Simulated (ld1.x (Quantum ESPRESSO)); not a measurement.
Mn, TM: configuration errors across variants

manganese (Mn), norm-conserving Troullier–Martins (Kleinman–Bylander form), made with ld1.x (Quantum ESPRESSO) 7.5 (PBE, scalar-relativistic). Core [Ne], reference 3s2 3p6 3d5 4s2 4p0. Waves: 3p (bound): rc 1.25 bohr; 3d (bound): rc 1.00 bohr; 3s (bound): rc 0.95 bohr. Local part: the s channel. Core correction: none.

Occupied shells without a wave of their own: 4s. They enter only through the test configuration that unscreens the potential.

All-electron excitation energies from the reference (eV): (1) 3s2 3p6 3d5 4s1 4p0 8.416; (2) 3s2 3p6 3d5 4s0 4p0 24.015; (3) 3s2 3p6 3d4 4s0 4p0 56.534; (4) 3s2 3p6 3d6 4s0 4p0 6.813; (5) 3s2 3p6 3d4 4s2 4p0 13.187; (6) 3s2 3p6 3d3 4s0 4p0 107.296; (7) 3s2 3p6 3d5.5 4s1.5 4p0 -0.482.

For the base: The 4s level has no wave, so the channel is fitted at the deeper level alone: the likely source of the large errors.

On the changes marked as counting shells twice: ld1.x takes every shell without a wave as core, so the model core holds the marked electrons as well and exchange and correlation see them twice. This cancels in the reference configuration, but the file is broken for other ones, and its errors say nothing about a proper core correction.

2 further variants failed, have other tests or another functional or relativity, and are left out.

Errors AE − PS in meV (a dash: test not solved or not reliable):

| change | (1) | (2) | (3) | (4) | (5) | (6) | (7) | bound ghosts |
| --- | --- | --- | --- | --- | --- | --- | --- | --- |
| base | -120 | -310 | -475 | -178 | +13 | -633 | -37 | none |
| local potential all-electron potential smoothed inside 1.00 bohr (lloc = -1) | -110 | -284 | -442 | -162 | +14 | -599 | -34 | none |
| all radii scaled by about 0.86 (s 0.82, p 1.08, d 0.86 bohr) | -57 | -147 | -225 | -85 | +7.3 | -302 | -18 | none |
| wave 3s (bound): rc 0.95 bohr becomes 3s (bound): rc 1.08 bohr | -272 | -700 | -1066 | -404 | +26 | -1441 | -85 | none |
| core correction a·sin(br)/r model core inside 0.78 bohr (4s counted twice) | -263 | -940 | -1378 | -491 | -26 | -1755 | -43 | none |
| wave 3p (bound): rc 1.25 bohr becomes 3p (bound): rc 1.20 bohr | -120 | -310 | -475 | -178 | +13 | -634 | -37 | none |

**Question.** Give the same row for: wave 3d (bound): rc 1.00 bohr becomes 3d (bound): rc 1.20 bohr.

**Answer.** -120, -309, -475, -176, +15, -613, -37; bound ghosts: none.
